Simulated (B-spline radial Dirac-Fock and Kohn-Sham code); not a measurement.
**Two-hole binding energies of I⁶⁺**

System: the I⁶⁺ ion in the configuration 1s2 2s2 2p6 3s2 3p6 3d10 4s2 4p6 4d10 5s1.

Method: Dirac-Fock ΔSCF + Breit + QED. Computed with a radial B-spline solver. U is the two-hole binding energy less the two single-hole energies, the effective repulsion of the holes after relaxation. Each two-hole energy is an average over J within one jj subconfiguration.

```
          holes  E(a) (eV)  E(b) (eV)  E(ab) (eV)  U (eV)
   1s⁻¹ 2p1/2⁻¹    33257.6     4941.5           ?       ?
   1s⁻¹ 3d3/2⁻¹    33257.6      718.9     34046.6    70.1
           2s⁻²     5283.1     5283.1     10713.9   147.6
        2p1/2⁻²     4941.5     4941.5     10065.6   182.7
   2s⁻¹ 2p3/2⁻¹     5283.1     4646.6     10064.2   134.5
        2p3/2⁻²     4646.6     4646.6      9456.1   162.9
   2s⁻¹ 3p1/2⁻¹     5283.1     1021.8      6371.7    66.8
   2p3/2⁻¹ 3s⁻¹     4646.6     1163.0      5874.3    64.7
2p1/2⁻¹ 3d3/2⁻¹     4941.5      718.9      5728.8    68.5
        3p1/2⁻²     1021.8     1021.8      2099.1    55.5
3p1/2⁻¹ 3p3/2⁻¹     1021.8      965.1      2037.4    50.5
        3p3/2⁻²      965.1      965.1      1981.1    51.0
4d3/2⁻¹ 4d5/2⁻¹      135.1      133.3       291.6    23.2
        4d5/2⁻²      133.3      133.3       289.6    23.0
```

Question: Give the missing two-hole energy and U.

Answer: E(ab) = 38451.6 eV and U = 252.5 eV.
